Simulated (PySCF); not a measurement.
## Relaxation of singlet HSbS

Computed with PySCF, PBE0, basis Sb def2-TZVP with ECP28, S def2-TZVP, H def2-TZVP (scalar-relativistic core potentials, no spin–orbit coupling, density fitting). A (50,194) grid was used.

A hand-made linear start, of C∞v symmetry, held to at least that symmetry:

```xyz
3
charge 0 multiplicity 1, angstrom
Sb    0.0000    0.0000    0.4604
S     0.0000    0.0000   -1.8096
H     0.0000    0.0000    2.1804
```

Optimiser trace:
| step | E − E(last) (kJ/mol) | largest gradient (Eh/bohr) |
| --- | --- | --- |
| 0 | 42.73 | 0.05946 |
| 1 | 9.20 | 0.02255 |
| 2 | 2.94 | 0.01469 |
| 3 | 0.43 | 0.00640 |
| 4 | 0.01 | 0.00112 |
| 5 | 0.00 | 0.00010 |
| 6 | 0.00 | 0.00003 |

It ends at C∞v with Sb–H 2.038 Å, Sb–S 2.316 Å; H–Sb–S 180.0°. No frequency check is given, so it may be a saddle point. Other isomers or separated fragments may lie lower.
